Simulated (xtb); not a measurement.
xtb input (GFN1-xTB):

```bash
xtb mol.xyz --gfn 1 --opt tight --chrg 0 --uhf 0
```
mol.xyz:
```
6

O      1.56199035    -0.57889312     0.20386997
Al    -0.00169334     0.01851669    -0.00244273
O     -1.42850623    -0.88075879    -0.01131233
F     -0.15000537     1.64031215    -0.21639038
H      1.79454088    -1.49736424     0.33758674
H     -1.49035213    -1.82894677     0.10122103
```

Output:

```
           -------------------------------------------------
          |                Calculation Setup                |
           -------------------------------------------------

           -------------------------------------------------
          |                 G F N 1 - x T B                 |
           -------------------------------------------------

        Reference                      10.1021/acs.jctc.7b00118
      * Hamiltonian:
        H0-scaling (s, p, d)           1.850000    2.250000    2.000000
        zeta-weighting                 0.000000
      * Dispersion:
        s8                             2.400000
        a1                             0.630000
        a2                             5.000000
        s9                             0.000000
      * Repulsion:
        kExp                           1.500000
        rExp                           1.000000
      * Coulomb:
        alpha                          2.000000
        third order                    atomic
        anisotropic                    false
      * Halogen bond correction:
        rad-scale                      1.300000
        damping                        0.440000

          ...................................................
          :                      SETUP                      :
          :.................................................:
          :  # basis functions                  26          :
          :  # atomic orbitals                  25          :
          :  # shells                           13          :
          :  # electrons                        24          :
          :  # halogen bonds                     0          :
          :  max. iterations                   250          :
          :  Hamiltonian                  GFN1-xTB          :
          :  restarted?                      false          :
          :  GBSA solvation                  false          :
          :  PC potential                    false          :
          :  electronic temp.          300.0000000     K    :
          :  accuracy                    1.0000000          :
          :  -> integral cutoff          0.2500000E+02      :
          :  -> integral neglect         0.1000000E-07      :
          :  -> SCF convergence          0.1000000E-05 Eh   :
          :  -> wf. convergence          0.2000000E-04 e    :
          :  Broyden damping             0.4000000          :
          :  net charge                          0          :
          :  unpaired electrons                  0          :
          ...................................................

 iter      E             dE          RMSdq      gap      omega  full diag
   1    -17.1387732 -0.171388E+02  0.664E+00    6.14       0.0  T
   2    -17.1420423 -0.326913E-02  0.380E+00    5.79       1.0  T
   3    -17.1405573  0.148501E-02  0.675E-01    6.05       1.0  T
   4    -17.1426859 -0.212857E-02  0.801E-02    5.86       1.0  T
   5    -17.1427000 -0.141803E-04  0.601E-03    5.86       6.8  T
   6    -17.1427005 -0.417106E-06  0.116E-04    5.86     352.4  T
   7    -17.1427005 -0.754241E-11  0.650E-05    5.86     628.2  T
[...]
         :: repulsion energy           0.075261334049 Eh    ::
         :: dispersion energy         -0.001030915340 Eh    ::
         :: halogen bond corr.         0.000000000000 Eh    ::
         :: add. restraining           0.000000000000 Eh    ::
         :: total charge              -0.000000000000 e     ::
         :::::::::::::::::::::::::::::::::::::::::::::::::::::

           -------------------------------------------------
          |                Property Printout                |
           -------------------------------------------------

    * Orbital Energies and Occupations

         #    Occupation            Energy/Eh            Energy/eV
      -------------------------------------------------------------
         1        2.0000           -0.8042714             -21.8853
         2        2.0000           -0.7717629             -21.0007
         3        2.0000           -0.7513479             -20.4452
         4        2.0000           -0.6092227             -16.5778
         5        2.0000           -0.6057344             -16.4829
         6        2.0000           -0.5450861             -14.8325
         7        2.0000           -0.5340906             -14.5333
         8        2.0000           -0.5158615             -14.0373
         9        2.0000           -0.5074847             -13.8094
        10        2.0000           -0.5021174             -13.6633
        11        2.0000           -0.5016655             -13.6510
        12        2.0000           -0.4990641             -13.5802 (HOMO)
        13                         -0.2794447              -7.6041 (LUMO)
        14                         -0.1260753              -3.4307
        15                         -0.1233294              -3.3560
        16                         -0.0338996              -0.9225
        17                         -0.0089898              -0.2446
        18                          0.0012161               0.0331
        19                          0.0439717               1.1965
        20                          0.0825001               2.2449
        21                          0.1030209               2.8033
        22                          0.3731958              10.1552
        23                          0.4361728              11.8689
       ...                                ...                  ...
        25                          1.1946576              32.5083
      -------------------------------------------------------------
                  HL-Gap            0.2196194 Eh            5.9761 eV
             Fermi-level           -0.3892544 Eh          -10.5922 eV

  Mulliken/CM5 charges         n(s)   n(p)   n(d)
     1O    -0.58741 -0.77082   1.638  4.950  0.000
     2Al    0.75758  0.75052   0.649  1.039  0.554
     3O    -0.58741 -0.77082   1.638  4.950  0.000
Note: The following floating-point exceptions are signalling: IEEE_DENORMAL
normal termination of xtb
     4F    -0.31144 -0.29424   1.770  5.541  0.000
     5H     0.36433  0.54269   0.636  0.000  0.000
     6H     0.36433  0.54269   0.636  0.000  0.000

Wiberg/Mayer (AO) data.
largest (>0.10) Wiberg bond orders for each atom

 ---------------------------------------------------------------------------
     #   Z sym  total        # sym  WBO       # sym  WBO       # sym  WBO
 ---------------------------------------------------------------------------
     1   8 O    2.130 --     2 Al   1.220     5 H    0.831
     2  13 Al   3.617 --     1 O    1.220     3 O    1.220     4 F    1.125
     3   8 O    2.130 --     2 Al   1.220     6 H    0.831
     4   9 F    1.199 --     2 Al   1.125
     5   1 H    0.867 --     1 O    0.831
     6   1 H    0.867 --     3 O    0.831
 ---------------------------------------------------------------------------

Topologies differ in total number of bonds
Writing topology from bond orders to xtbtopo.mol

 dipole moment from electron density (au)
     X       Y       Z
   0.1815  -1.9845   0.2618  total (Debye):    5.109

           -------------------------------------------------
          |                Geometry Summary                 |
           -------------------------------------------------

      molecular mass/u    :       79.9946330
   center of mass at/Å    :       -0.0020012       0.0218830      -0.0028868
  moments of inertia/u·Å² :        0.7046924E+02   0.8075727E+02   0.1512265E+03
rotational constants/cm⁻¹ :        0.2392197E+00   0.2087444E+00   0.1114727E+00

 * 5 selected distances

     #   Z          #   Z                                           value/Å
     1   8 O        2  13 Al                                      1.6685778
     2  13 Al       3   8 O                                       1.6685778 (max)
     2  13 Al       4   9 F                                       1.6240105
     1   8 O        5   1 H                                       0.9532194 (min)
     3   8 O        6   1 H                                       0.9532194

 * 3 distinct bonds (by element types)

   Z      Z             #   av. dist./Å        max./Å        min./Å
   1 H    8 O           2     0.9532194     0.9532194     0.9532194
   8 O   13 Al          2     1.6685778     1.6685778     1.6685778
   9 F   13 Al          1     1.6240105     1.6240105     1.6240105

optimized geometry written to: xtbopt.xyz

           -------------------------------------------------
          | TOTAL ENERGY              -17.075758498797 Eh   |
          | GRADIENT NORM               0.000232929380 Eh/α |
          | HOMO-LUMO GAP               5.976147279848 eV   |
           -------------------------------------------------

------------------------------------------------------------------------
------------------------------------------------------------------------
 total:
 SCF:
 ANC optimizer:
```
